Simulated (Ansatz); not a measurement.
Two spin states of BeH-, each at its own minimum; 2S+1 = 1, 3 were tried, and our sources give no spin for the ground state.

```tsv
level	energy of the multiplicity-3 state above the multiplicity-1 state (kJ/mol)
PBE/def2-TZVPP	71.4
PBE0/def2-TZVPP	68.9
wB97X-V/def2-TZVPP	93.7
CCSD/def2-TZVPP	94.6
CCSD(T)/def2-TZVPP	96.3
```

The rows run from 68.9 (PBE0/def2-TZVPP) to 96.3 kJ/mol (CCSD(T)/def2-TZVPP). The 3 functionals in def2-TZVPP without D3 or D4 span 24.8, from PBE0 to wB97X-V.

Each state is the lowest solution found for its spin in def2 and cc sets. The singlet is a restricted closed-shell determinant, which can mix singlet states where a π or δ shell is part-filled.

Correlated levels freeze the inner cores; with def2 sets outer-core shells near the valence are correlated too.

Doubts at one or more of the structures used: a restricted determinant that unrestricted orbitals would lower (CCSD/def2-TZVPP, CCSD(T)/def2-TZVPP).

Programs: Ansatz (Gaussian basis) for Hartree–Fock, density functionals and correlated methods.

Ansatz is an electronic-structure program.
